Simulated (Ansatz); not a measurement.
Relaxation of the cluster InO₂H with RKS PBE0-D4/def2-TZVP.

```sh
$ ansatz run in.yaml --threads 2 --pin off --events-out ev --progress --plain --max-ram 4352MiB
```

```yaml
crystal:
  periodic: [false, false, false]
  atoms:
    - {symbol: In, position_ang: [0.891850, -1.641040, 0.329340]}
    - {symbol: O, position_ang: [-0.403690, 0.202350, -0.507780]}
    - {symbol: O, position_ang: [0.151300, 0.316110, 0.839470]}
    - {symbol: H, position_ang: [-0.639460, 1.122590, -0.661030]}
basis:
  gaussian: {orbitals: def2-TZVP}
hamiltonian: {xc: pbe0, dispersion: d4}
scf: {lower_state_search: "off"}
output: {orbitals: {seedname: orbitals}}
relax: {f_tol: 0.02, max_steps: 100}
```

It took 13 s on 2 threads of Arm Neoverse V2 on a shared host.

Positions (Å) and forces (eV/Å) at steps 1, 2, 3, 4, 5, 6, 7, 9 of 9:

```xyz
4
step=1 energy=-9279.8748 eV
In    0.892   -1.641    0.329    0.016    0.277    0.214
O    -0.404    0.202   -0.508   -0.389    0.434   -0.223
O     0.151    0.316    0.839    0.334   -0.608    0.231
H    -0.639    1.123   -0.661    0.039   -0.103   -0.221
4
step=2 energy=-9279.9257 eV
In    0.927   -1.627    0.339    0.088    0.041    0.062
O    -0.498    0.202   -0.482   -0.224    0.823    0.006
O     0.150    0.276    0.837   -0.020   -0.193   -0.113
H    -0.579    1.150   -0.694    0.157   -0.671    0.044
4
step=3 energy=-9279.8555 eV rejected
In    0.987   -1.593    0.316    0.016   -0.034   -0.066
O    -0.677    0.207   -0.404    1.099    2.766   -0.426
O     0.122    0.238    0.850   -0.366   -0.034   -0.346
H    -0.432    1.148   -0.761   -0.749   -2.699    0.837
4
step=4 energy=-9279.9498 eV
In    0.937   -1.606    0.319    0.111   -0.035    0.019
O    -0.549    0.202   -0.451   -0.123    0.502    0.083
O     0.139    0.270    0.850   -0.093   -0.071   -0.135
H    -0.527    1.134   -0.718    0.105   -0.396    0.033
4
step=5 energy=-9279.9725 eV
In    0.964   -1.586    0.294    0.001    0.078    0.001
O    -0.632    0.214   -0.402    0.177    0.808   -0.096
O     0.117    0.263    0.862   -0.068   -0.114   -0.117
H    -0.449    1.109   -0.753   -0.110   -0.772    0.211
4
step=6 energy=-9279.9764 eV
In    0.971   -1.540    0.249   -0.007   -0.029   -0.015
O    -0.696    0.233   -0.349    0.485    0.798   -0.289
O     0.092    0.260    0.891   -0.102    0.012   -0.085
H    -0.367    1.048   -0.791   -0.376   -0.781    0.390
4
step=7 energy=-9279.9878 eV
In    0.967   -1.549    0.256   -0.009    0.008   -0.006
O    -0.674    0.235   -0.360    0.017   -0.040    0.045
O     0.094    0.262    0.887   -0.030    0.023   -0.064
H    -0.388    1.052   -0.783    0.022    0.009    0.025
4
step=9 energy=-9279.9880 eV
In    0.965   -1.546    0.253    0.000    0.000    0.000
O    -0.673    0.232   -0.359    0.003   -0.002    0.006
O     0.093    0.265    0.887   -0.003   -0.001   -0.002
H    -0.386    1.049   -0.781    0.000    0.003   -0.004
```

In the def2 sets In takes a core potential; there is no spin–orbit coupling. The structure holds one bond between oxygen atoms, so isomers without such links may lie far lower. The structure comes from a short search, and lower isomers may exist.
